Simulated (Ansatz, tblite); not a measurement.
Spin states of PbF2, each relaxed with PBE0-D4/def2-TZVP in Ansatz. Electronic energies in the gas phase.

In the def2 sets Pb takes a core potential; there is no spin–orbit coupling. The xTB rows come from tblite. Correlated methods freeze 6 core orbitals; core or outer-core shells of Pb are correlated, in sets that lack core-valence functions. In the quintet geometry the species has come apart into loosely held pieces. The structure comes from a short search, and lower isomers may exist.

Singlet geometry (C2v within 0.1 Å):

```csv
atom,x (Å),y (Å),z (Å)
Pb1,0.808,0.175,-0.372
F2,-0.228,1.093,1.123
F3,-0.580,-1.268,-0.751
```

Triplet geometry (C2v within 0.1 Å):

```xyz
3

Pb    0.0487    0.3159   -0.4639
F     1.5361    0.6374    0.9375
F    -1.5848   -0.9533   -0.4736
```

Quintet geometry (Cs within 0.1 Å):

```xyz
3

Pb    0.1182    1.1338   -1.4993
F    -0.9320   -0.1987   -0.0112
F     0.8137   -0.9351    1.5105
```

⟨S²⟩: triplet 2.01 at PBE0-D4/def2-TZVP (pure 2.00), quintet 6.01 at PBE0-D4/def2-TZVP (pure 6.00).

Only these spin states were relaxed. The quintet has fallen apart into loose fragments. The quintet has other bonds than the singlet, so the gap mixes isomer and spin.

**Question.** Estimate which spin state lies lowest at each of these levels, and by how much: GFN1-xTB; HF/def2-TZVP; HF/def2-TZVPP; revPBE-D4/def2-TZVP; r2SCAN-D4/def2-TZVP; PBE0-D4/def2-TZVP; CAM-B3LYP-D4/def2-TZVP; ωB97M-V/def2-TZVP; RPA@PBE/def2-TZVP; MP2/def2-TZVP; CCSD/def2-TZVPP; CCSD(T)/def2-TZVPP.

**Answer.** 
```json
{"level": "GFN1-xTB", "triplet − singlet (kcal/mol)": "102.1", "quintet − singlet (kcal/mol)": "285.4", "lowest of these": "singlet"}
{"level": "HF/def2-TZVP", "triplet − singlet (kcal/mol)": "86.2", "quintet − singlet (kcal/mol)": "149.1", "lowest of these": "singlet"}
{"level": "HF/def2-TZVPP", "triplet − singlet (kcal/mol)": "86.2", "quintet − singlet (kcal/mol)": "149.1", "lowest of these": "singlet"}
{"level": "revPBE-D4/def2-TZVP", "triplet − singlet (kcal/mol)": "89.3", "quintet − singlet (kcal/mol)": "219.8", "lowest of these": "singlet"}
{"level": "r2SCAN-D4/def2-TZVP", "triplet − singlet (kcal/mol)": "89.9", "quintet − singlet (kcal/mol)": "218.9", "lowest of these": "singlet"}
{"level": "PBE0-D4/def2-TZVP", "triplet − singlet (kcal/mol)": "92.3", "quintet − singlet (kcal/mol)": "217.5", "lowest of these": "singlet"}
{"level": "CAM-B3LYP-D4/def2-TZVP", "triplet − singlet (kcal/mol)": "95.7", "quintet − singlet (kcal/mol)": "224.7", "lowest of these": "singlet"}
{"level": "ωB97M-V/def2-TZVP", "triplet − singlet (kcal/mol)": "95.4", "quintet − singlet (kcal/mol)": "222.1", "lowest of these": "singlet"}
{"level": "RPA@PBE/def2-TZVP", "triplet − singlet (kcal/mol)": "90.7", "quintet − singlet (kcal/mol)": "209.9", "lowest of these": "singlet"}
{"level": "MP2/def2-TZVP", "triplet − singlet (kcal/mol)": "106.6", "quintet − singlet (kcal/mol)": "236.6", "lowest of these": "singlet"}
{"level": "CCSD/def2-TZVPP", "triplet − singlet (kcal/mol)": "99.3", "quintet − singlet (kcal/mol)": "213.9", "lowest of these": "singlet"}
{"level": "CCSD(T)/def2-TZVPP", "triplet − singlet (kcal/mol)": "99.0", "quintet − singlet (kcal/mol)": "219.6", "lowest of these": "singlet"}
```

The xTB methods have no term that favours high spin, so they put low spin too low.
